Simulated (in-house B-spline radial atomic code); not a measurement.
Sc³⁺. Computed with a B-spline radial atomic code. Model: all-electron spherical atom, spin shells full or empty, radial basis limit, no spin-orbit coupling: exact exchange with a local potential (Slater, KLI or optimised effective potential, whose far tail is KLI's), no correlation.

Exchange potential has not reached -1/r at the last radius.

The run also made RPA and GW results, which its time includes.

The Slater potential averages the orbital exchange potentials with the orbital densities as weights, KLI adds orbital constants, and the optimised effective potential minimises the exact-exchange energy among local potentials. So their energies lie above Hartree-Fock in the order OEP, KLI, Slater. All fall off as −1/r, unlike LDA and GGA exchange.

Command:
```bash
python run_gw.py task.json out
```
Settings (nuclear radius in fm, other lengths in bohr, energies in hartree):
```
Z                      21
electrons              18
configuration          [Ne] 3s2 3p6
hamiltonian            x2c
method                 kli
lmax                   9
rms_radius             3.5459
spin_polarised         False
box_radius             14.14
intervals              102
```

Run time, properties included: 5.7 s on 1 thread of Arm Neoverse N1, on a shared host.

Given: hamiltonian one-electron scalar X2C; mean-field start exchange-only KLI.

Computed: energy above Hartree-Fock 7.7644 millihartree.

```tsv
radius (bohr)	r times exchange potential (hartree bohr)
0.00238	-0.040919
0.0029	-0.049798
0.00353	-0.060516
0.0043	-0.073543
0.00523	-0.089149
0.00637	-0.10806
0.00775	-0.13059
0.00944	-0.15757
0.0115	-0.18943
0.014	-0.22644
0.017	-0.26825
0.0207	-0.31571
0.0252	-0.36714
0.0307	-0.42068
0.0374	-0.47269
0.0455	-0.51802
0.0554	-0.55132
0.0675	-0.56705
0.0821	-0.56474
0.1	-0.55986
0.122	-0.59141
0.148	-0.68342
0.18	-0.81501
0.22	-0.94624
0.267	-1.0367
0.326	-1.065
0.396	-1.009
0.482	-0.87163
0.587	-0.79863
0.715	-0.96353
0.87	-1.1742
1.06	-1.3169
1.29	?
1.57	?
1.91	-1.2811
2.33	-1.201
2.83	-1.134
```

Question: What belongs in the row 1.29?

Answer: r times exchange potential (hartree bohr): -1.3716.

Question: What belongs in the row 1.57?

Answer: r times exchange potential (hartree bohr): -1.3493.

```
occupied  level (hartree)  Hartree-Fock level (hartree)
      1s          -163.12                       -168.02
      2s                ?                             ?
      2p          -15.997                         -16.9
      3s          -3.5037                       -3.7392
      3p          -2.7024                       -2.7057
```

Question: What belongs in the row 2s?

Answer: level (hartree): -19.156; Hartree-Fock level (hartree): -20.477.

| empty | level (hartree) |
| --- | --- |
| 3d | -1.5137 |
| 4s | ? |
| 4p | -0.99201 |
| 4d | -0.69667 |

Question: What belongs in the row 4s?

Answer: level (hartree): -1.1983.

The highest level, 3p, differs from Hartree-Fock by +0.089 eV and the deepest, 1s, by +133 eV: a local potential can match the highest level but can't give each shell its own exchange.
